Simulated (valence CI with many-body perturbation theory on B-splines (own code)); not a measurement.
Level structure of Re42+

Calculated by relativistic CI+MBPT: five valence electrons over a frozen Dirac-Fock core [Ar] 3d10, radial functions for each j: 11 s, 11 p, 10 d, 8 f, 5 g, 2 h, with the one-electron correlation potential Σ1, the two-electron term Σ2, the three-electron term Σ3, Breit, model QED; selected CI, second order for the rest, scaled by the run's own slope (own B-spline code, finite nucleus).

No measured spectrum was set against this ion. As an estimate, large intervals hold to a few tenths of a per cent, small ones and those within an open d or f shell to about a per cent. Among the levels kept, up to 2100 cm⁻¹ of a level comes from second order outside the variational space, and about a tenth of that is noise between levels of different J, which matters for small intervals.

Levels 46 to 90 of 183, with energies above the lowest level, (4s^2 4p1/2^2 4p3/2) J=3/2. "Leading %" is the weight of the configuration and term that name the level; weights of strongly mixed levels are sums over their largest components and can fall short. In the jj column 3d3/2^4 stands for four electrons in 3d with j = 3/2. Lifetimes count E1, E2, E3, M1 and M2 decay at the calculated energies, and are blank where another channel may lead or the interval is too uncertain; long ones can be off by a factor of two.

```tsv
No.	Configuration	Term	J	E (eV)	Leading %	Second component	g	Lifetime	Leading jj
46	4s²4p²4d	²D	3/2	380.27	67	9 % 4s²4p²4d ⁴F	0.871	739 fs	4s^2 4p3/2^2 4d3/2 (91 %)
47	4s²4p²4d	²P	1/2	381.03	47	26 % 4s²4p²4d ²S	1.343	31.5 ps	4s^2 4p3/2^2 4d5/2 (84 %)
48	4s4p³4d	⁴D°	5/2	381.35	32	20 % 4s4p³4d ⁴P°	1.391	3.54 ps	4s 4p1/2^2 4p3/2 4d5/2 (93 %)
49	4s4p³4d	²D°	3/2	385.54	16	15 % 4s4p³4d ⁴D°	1.180	5.18 ps	4s 4p1/2^2 4p3/2 4d5/2 (74 %)
50	4s4p³4d	²F°	7/2	388.82	36	16 % 4s4p³4d ²G°	1.201	3.83 ps	4s 4p1/2^2 4p3/2 4d5/2 (80 %)
51	4s²4p²4d	²D	5/2	393.50	76	15 % 4s²4p²4d ⁴D	1.204	578 ps	4s^2 4p3/2^2 4d5/2 (98 %)
52	4s4p³4d	⁴D°	7/2	396.42	24	19 % 4s4p³4d ²F°	1.191	1.43 ps	4s 4p1/2^2 4p3/2 4d5/2 (80 %)
53	4s4p³4d	²P°	1/2	398.67	45	39 % 4s4p³4d ⁴D°	0.593	2.78 ps	4s 4p1/2^2 4p3/2 4d5/2 (92 %)
54	4s4p³4d	⁴D°	3/2	401.39	25	18 % 4s4p³4d ²P°	1.352	1.57 ps	4s 4p1/2^2 4p3/2 4d5/2 (90 %)
55	4s²4p²4d	²P	3/2	402.17	41	29 % 4s²4p²4d ²D	1.175	1.30 ps	4s^2 4p3/2^2 4d5/2 (92 %)
56	4s4p³4d	²F°	5/2	403.96	25	16 % 4s4p³4d ²D°	1.065	1.25 ps	4s 4p1/2^2 4p3/2 4d5/2 (84 %)
57	4s²4p²4d	²D	5/2	406.38	52	19 % 4s²4p²4d ²F	1.156	943 fs	4s^2 4p3/2^2 4d5/2 (91 %)
58	4s²4p4d²	⁴G°	5/2	415.38	48	31 % 4s²4p4d² ²F°	0.760	1.34 ps	4s^2 4p1/2 4d3/2^2 (89 %)
59	4p⁵	²P°	3/2	424.06	66	8 % 4s4p³4d ⁴D°	1.232	1.04 ps	4p1/2^2 4p3/2^3 (66 %)
60	4s4p⁴	²S	1/2	425.86	31	27 % 4s4p⁴ ⁴P	1.779	650 fs	4s 4p3/2^4 (83 %)
61	4s²4p4d²	⁴D°	1/2	431.20	42	34 % 4s²4p4d² ²P°	0.608	726 fs	4s^2 4p1/2 4d3/2^2 (88 %)
62	4s²4p4d²	⁴F°	3/2	435.36	32	25 % 4s²4p4d² ²D°	0.869	621 fs	4s^2 4p1/2 4d3/2^2 (50 %)
63	4s4p³4d	⁶D°	5/2	435.86	14	13 % 4s²4p4d² ⁴F°	1.151	8.14 ps	4s^2 4p1/2 4d3/2 4d5/2 (61 %)
64	4s4p³4d	⁶D°	1/2	435.87	28	22 % 4s²4p4d² ⁴P°	2.073	18.8 ps	4s 4p1/2 4p3/2^2 4d3/2 (50 %)
65	4s²4p4d²	⁴G°	7/2	435.89	44	11 % 4s²4p4d² ⁴F°	1.062	8.65 ps	4s^2 4p1/2 4d3/2 4d5/2 (76 %)
66	4s²4p4d²	⁴D°	3/2	436.96	16	13 % 4s²4p4d² ²D°	1.192	850 fs	4s^2 4p1/2 4d3/2^2 (39 %)
67	4s²4p4d²	²H°	9/2	439.89	38	27 % 4s²4p4d² ²G°	1.041	12.4 ps	4s^2 4p1/2 4d3/2 4d5/2 (76 %)
68	4s4p³4d	⁴F°	5/2	446.62	18	14 % 4s²4p²4f ⁴G°	1.043	6.06 ps	4s 4p1/2 4p3/2^2 4d3/2 (48 %)
69	4s4p³4d	⁴G°	7/2	447.02	25	21 % 4s²4p²4f ⁴G°	1.059	12.1 ps	4s 4p1/2 4p3/2^2 4d3/2 (53 %)
70	4s4p³4d	⁴F°	3/2	449.72	17	13 % 4s²4p4d² ⁴D°	1.044	2.43 ps	4s 4p1/2 4p3/2^2 4d3/2 (42 %)
71	4s4p³4d	⁴G°	9/2	452.45	34	17 % 4s²4p²4f ⁴G°	1.130	99.4 ps	4s 4p1/2 4p3/2^2 4d3/2 (53 %)
72	4s²4p4d²	⁴P°	1/2	453.54	22	15 % 4s²4p4d² ⁴D°	1.581	1.59 ps	4s^2 4p1/2 4d3/2 4d5/2 (47 %)
73	4s²4p4d²	⁴D°	7/2	454.26	16	16 % 4s4p³4d ⁶D°	1.233	935 fs	4s^2 4p1/2 4d3/2 4d5/2 (38 %)
74	4s²4p²4f	⁴F°	3/2	454.47	37	32 % 4s4p³4d ⁴F°	0.572	7.85 ps	4s^2 4p1/2 4p3/2 4f5/2 (48 %)
75	4s²4p4d²	⁴D°	5/2	455.08	14	12 % 4s²4p4d² ⁴F°	1.201	580 fs	4s^2 4p1/2 4d3/2 4d5/2 (64 %)
76	4s²4p²4f	⁴D°	7/2	455.29	17	12 % 4s4p³4d ⁴D°	1.231	5.17 ps	4s^2 4p1/2 4d5/2^2 (29 %)
77	4s²4p²4f	²G°	7/2	456.25	26	12 % 4s²4p4d² ²F°	1.077	2.03 ps	4s^2 4p1/2 4p3/2 4f5/2 (41 %)
78	4s²4p²4f	⁴G°	5/2	456.47	18	16 % 4s4p³4d ⁴F°	1.023	2.74 ps	4s^2 4p1/2 4p3/2 4f5/2 (42 %)
79	4s²4p4d²	⁴D°	3/2	457.70	17	14 % 4s²4p4d² ⁴S°	1.460	569 fs	4s^2 4p1/2 4d3/2 4d5/2 (58 %)
80	4s4p³4d	⁶D°	9/2	459.23	31	21 % 4s²4p²4f ⁴F°	1.325	87.6 ps	4s 4p1/2 4p3/2^2 4d5/2 (58 %)
81	4s4p³4d	⁴F°	9/2	460.62	18	16 % 4s²4p4d² ⁴G°	1.180	17.4 ps	4s^2 4p1/2 4d5/2^2 (48 %)
82	4s²4p²4f	²F°	5/2	460.89	34	12 % 4s²4p²4f ⁴F°	1.043	2.12 ps	4s^2 4p1/2 4p3/2 4f5/2 (63 %)
83	4s4p³4d	⁴D°	7/2	461.43	23	20 % 4s4p³4d ⁴F°	1.240	1.54 ps	4s 4p1/2 4p3/2^2 4d3/2 (42 %)
84	4s4p³4d	⁴D°	1/2	464.22	31	16 % 4s²4p²4f ²P°	0.788	2.44 ps	4s 4p1/2 4p3/2^2 4d3/2 (44 %)
85	4s²4p²4f	⁴D°	3/2	464.24	16	10 % 4s4p³4d ⁴F°	1.032	1.67 ps	4s 4p1/2 4p3/2^2 4d3/2 (48 %)
86	4s²4p²4f	⁴D°	5/2	464.50	24	13 % 4s²4p²4f ²D°	1.183	2.43 ps	4s^2 4p1/2 4p3/2 4f7/2 (64 %)
87	4s²4p²4f	²D°	3/2	466.16	19	8 % 4s4p³4d ²D°	0.982	1.34 ps	4s 4p1/2 4p3/2^2 4d3/2 (30 %)
88	4s²4p²4f	²H°	11/2	466.61	36	33 % 4s4p³4d ⁴G°	1.200	20.6 ps	4s^2 4p1/2 4p3/2 4f7/2 (65 %)
89	4s²4p²4f	²P°	1/2	467.89	24	15 % 4s4p³4d ⁴D°	0.456	2.55 ps	4s^2 4p1/2 4p3/2 4f5/2 (38 %)
90	4s²4p²4f	²P°	3/2	468.06	22	12 % 4s²4p²4f ⁴D°	1.279	2.17 ps	4s^2 4p1/2 4d5/2^2 (34 %)
```

Where two levels of one J and parity lie close, their mixing, g and order are uncertain.
